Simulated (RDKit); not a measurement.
A run for RDKit: MMFF94 on NH3 (SMILES N).

```python
from rdkit import Chem
from rdkit.Chem import AllChem, rdDetermineBonds

blocks = [
'''4

N    -0.00002236   -0.00000000    0.27911628
H     0.94276410    0.00000000   -0.09307802
H    -0.47142087    0.81647874   -0.09306913
H    -0.47142087   -0.81647874   -0.09306913
''',
]
mol = None
for b in blocks:
    f = Chem.MolFromXYZBlock(b)
    rdDetermineBonds.DetermineBonds(f, charge=0)
    mol = f if mol is None else Chem.CombineMols(mol, f)
Chem.SanitizeMol(mol)
print(Chem.MolToSmiles(Chem.RemoveHs(mol)))
ff = AllChem.MMFFGetMoleculeForceField(mol, AllChem.MMFFGetMoleculeProperties(mol), nonBondedThresh=100.0, ignoreInterfragInteractions=False)
e = ff.CalcEnergy()
print(f'MMFF94 energy {e:.6f} kcal/mol')
```

It printed:

```
N
MMFF94 energy 0.088889 kcal/mol
```

The run finished.

Cost: around 0.04 core-seconds (rough).
